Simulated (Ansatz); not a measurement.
Cost and result for the atomization energy of CH4FISi, SMILES `C[SiH](F)I` (8 atoms, 7 bonds).

Total charge 0; spin multiplicity 1. Correlated methods include outer-core shells of I, which these sets cover unevenly. I: def2 effective core potential. Geometry: relaxed with PBE0-D4/def2-TZVP. Program: Ansatz. All runs use 4 threads of an Arm Neoverse V1 on a shared host. Times are those of one run each, without the atoms' runs, and a repeat can differ threefold. Electronic energies, without spin–orbit coupling; frozen cores. CCSD(T)/CBS adds CCSD(T) − MP2 in def2-TZVPP to the MP2 limit, and its time is that of the two runs behind it. T1 = 0.009. With those shells the extrapolation isn't a true limit. HSE06 is the plane-wave form, built on full-range PBE exchange.

CCSD(T)/CBS is a level of theory with its own doubt, some kJ/mol a heavy atom from the limit and from the frozen cores, so smaller differences don't rank the functionals.

```tsv
level	functions	wall time	atomization (kcal/mol)	difference from CCSD(T)/CBS	per bond
BHLYP-D4/def2-TZVPP	210	2.6 s	658.3	-21.3	-3.1
HSE06-D4/def2-TZVPP	210	2.7 s	673.1	-6.5	-0.9
CAM-B3LYP-D4/def2-TZVPP	210	2.7 s	675.2	-4.4	-0.6
CCSD(T)/def2-SVP	92	3.8 s	629.4	-50.2	-7.2
r2SCAN-D4/def2-TZVPP (with forces)	210	4 s	677.3	-2.3	-0.3
B2PLYP/def2-TZVPP	210	4.2 s	667.0	-12.6	-1.8
PBE-QIDH/def2-TZVPP	210	4.2 s	672.0	-7.6	-1.1
ωB97X-V/def2-TZVPP	210	6.5 s	676.9	-2.7	-0.4
B97M-V/def2-TZVPP	210	7.5 s	675.8	-3.8	-0.6
ωB97M-V/def2-TZVPP (with forces)	210	9 s	675.1	-4.5	-0.6
MP2/def2-QZVPP	386	13 s	684.7	5.1	0.7
CCSD(T)/def2-TZVPP	210	110 s	659.6	-20.0	-2.9
CCSD(T)/CBS(def2)	–	120 s	679.6	0.0	0.0
```

In def2-TZVPP, CCSD(T) changes the Hartree–Fock value by +148.3 kcal/mol (the triples alone add +8.8 kcal/mol) and MP2 by +161.3 kcal/mol; breaking electron pairs costs correlation energy, which Hartree–Fock lacks. Leaving LDA and LC-ωPBE aside and taking each functional with its dispersion term where it has one, the values, not all of them listed here, spread over 22.3 kcal/mol, from BHLYP-D4 to PBE-D4. LDA lies +84.7 kcal/mol from PBE without D4, its usual overbinding. At CCSD(T), def2-SVP lies −50.2 kcal/mol from the extrapolated value and def2-TZVPP −20.0 kcal/mol: correlation converges slowly with the basis, and small sets miss more of it in the bonded molecule than in its fragments.

Spin–orbit coupling would lower the free I atoms strongly, and the atomization energy with them, by more than many differences here.
